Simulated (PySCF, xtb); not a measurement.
**AlGaH2O2: where a starting geometry ends**

The starting geometry of this gas-phase singlet was built from a drawn formula by distance geometry; its bonds are those of `[OH][Ga]([OH])[Al]`.

```xyz
6

Al    1.8266    0.2762    1.8052
Ga    0.2342    1.1123    0.1137
O    -0.8186    2.1707    1.1689
O    -0.3202    0.7939   -1.7145
H    -1.2716    1.5645    1.8340
H     0.2540    1.3261   -2.2943
```

Task: Predict what it relaxes into with r2SCAN-D4/def2-SVP.

Result: It keeps its bonds, and is `[OH][Ga]([OH])[Al]`.

The energy falls by 0.67 eV over 17 steps:

```tsv
step	E − E(last) (eV)
1	0.674
3	0.300
5	0.174
6	0.119
8	0.007
10	0.002
12	0.000
13	0.000
15	0.000
17	0.000
```

Final geometry (Å):

```yaml
atoms:
  - { symbol: Al, position_ang: [2.3242, 0.0031, 1.4764] }
  - { symbol: Ga, position_ang: [0.1900, 1.0981, 0.2720] }
  - { symbol: O, position_ang: [-1.2719, 1.8479, 1.0232] }
  - { symbol: O, position_ang: [-0.1399, 1.2457, -1.4985] }
  - { symbol: H, position_ang: [-1.2616, 1.8627, 1.9877] }
  - { symbol: H, position_ang: [0.5566, 0.8893, -2.0629] }
```

From the same start GFN2-xTB ends elsewhere, differing in Al1–Ga2 (3.06 against 2.68 Å here), Al1–O3 (1.64 against 4.07 Å here), Ga2–O3 (4.70 against 1.81 Å here).

No frequencies were run, so the end isn't proven a minimum. Run with PySCF 2.14.0, 3.2 min on 2 threads of AMD EPYC (Zen 3), with other jobs on the host.
